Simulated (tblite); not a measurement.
Q: What does the GFN2-xTB structure of `C=C[C@@]1(C)C[C@@H]1[CH]O` [radical] look like in three dimensions? (Doublet state.)

A: 
```
atom  x, y, z in Å
C1    -2.2225    1.5463    0.7461
C2    -1.3753    1.1059   -0.1810
C3    -0.4494   -0.0136   -0.0427
C4    -0.5669   -0.8637    1.1957
C5     0.0968   -0.6399   -1.2898
C6     1.0252    0.3005   -0.5769
C7     2.1972   -0.1322    0.1032
O8     2.3550   -1.4576    0.4486
H9    -2.8641    2.3896    0.5582
H10   -2.3140    1.0875    1.7144
H11   -1.3350    1.6174   -1.1358
H12   -0.3932   -0.2689    2.0912
H13   -1.5657   -1.2948    1.2537
H14    0.1586   -1.6705    1.1699
H15    0.3498   -1.6880   -1.2413
H16   -0.3009   -0.3222   -2.2427
H17    1.1141    1.3036   -0.9752
H18    2.9046    0.5804    0.4927
H19    3.1758   -1.5706    0.9346
```

Orientation and origin are arbitrary. Atoms count from 1 in this order. The 3-membered ring C3–C5–C6 has internal angles of 57.7° to 64.4°. Of the pairs four or more bonds apart, O8···H14 is among the closest relative to their van der Waals radii: 2.32 Å, 85 % of the sum of Bondi's values. C2 (carbon bonded to 2 C and H) is planar (angles 126.3°, 118.8° and 114.9°, sum 360.0°, 0.01 Å off the plane of its three neighbours). O8 (oxygen bonded to C and H) is bent (angle 109.7°).

Bonds between heavy atoms (Å): C1=C2 1.331, C2–C3 1.459, C3–C4 1.507, C3–C5 1.499, C5–C6 1.502, C6–C7 1.422, C7–O8 1.379, C3–C6 1.599.

The geometry is computed with GFN2-xTB (gas phase). This method treats the open shell by occupation alone, without spin polarisation.

Point group: C1 (no symmetry element, even within 0.4 Å). Its GFN2-xTB frequencies are all real (lowest 84 cm⁻¹). Torsions: C1–C2–C3–C4 8°, C5–C6–C7–O8 -18°, C6–C7–O8–H -177°. 3 starts were optimised and ended at 0.00, 0.40 and 3.30 kcal/mol (GFN2-xTB); the lowest of these is shown.

One conformer stands for the species.
